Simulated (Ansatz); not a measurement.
Basis sets compared for the cluster Be5Se4⁺. Total charge 1; doublet. Geometry r2SCAN-D4/def2-SVP. Ansatz on 4 threads of Intel Xeon 6975P-C on a shared host; times are rough, and most runs start from earlier orbitals.

```xyz
9

Be   -0.7804   -0.4814    0.0014
Be    2.1728   -4.1613    0.2801
Be   -0.9448    2.0594   -1.0831
Be    1.4755   -1.7177    1.0472
Be   -2.7906    3.7417   -0.1917
Se   -0.2876   -1.1628    1.8499
Se   -0.7994    3.9518   -0.3012
Se    3.2150   -2.4493    0.2402
Se   -1.2605    0.2196   -1.8429
```

At PBE-D4/def2-SVP, PBE-D4/def2-TZVP the gap within one spin of the charge 1 doublet nearly closes, so an electron or hole may be smeared out by delocalisation error. Another isomer (doublet) lies 3.81 eV lower at PBE0-D4/def2-TZVP; other spin states weren't run for this one.

```tsv
level	functions	energy (Eh)	HOMO (eV)	LUMO (eV)	wall time
PBE-D4/def2-SVP	173	-9677.0910	-8.89	-8.89	2.9 s
PBE0-D4/def2-SVP	173	-9677.4113	-9.21	-8.83	6.5 s
```

Problem. Estimate the rows for PBE-D4/def2-TZVP (with forces), PBE0-D4/def2-TZVP.

Solution. 
```json
{"level": "PBE-D4/def2-TZVP (with forces)", "functions": "287", "energy (Eh)": "-9678.3446", "HOMO (eV)": "-8.86", "LUMO (eV)": "-8.86", "wall time": "6 s"}
{"level": "PBE0-D4/def2-TZVP", "functions": "287", "energy (Eh)": "-9678.6678", "HOMO (eV)": "-9.17", "LUMO (eV)": "-8.79", "wall time": "14 s"}
```
